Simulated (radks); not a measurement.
The numbers below are computed, except where a source is named.
All-electron atom: Xe20+ in [Ar] 3d10 4s2 4p4 (the NIST ground configuration). Code: a radial shooting solver on a logarithmic mesh with Libxc functionals. Model: Dirac Kohn-Sham, PBE, spin-unpolarised, spherical densities, point nucleus; open shells are shared between the two j in proportion to 2j + 1.

Spin-orbit splittings of the eigenvalues, e(l+1/2) - e(l-1/2), with zeta = 2 splitting/(2l+1) and mean radii in bohr:

| shell | occ. | splitting (eV) | zeta (eV) | <r> j=l-1/2 | <r> j=l+1/2 |
|---|---|---|---|---|---|
| 2p | 6 | 325.2 | 216.8 | 0.09611 | 0.1019 |
| 3p | 6 | 63.19 | 42.13 | 0.2929 | 0.3041 |
| 3d | 10 | 13.54 | 5.417 | 0.2738 | 0.2773 |
| 4p | 4 | 16.71 | 11.14 | 0.6607 | 0.6784 |
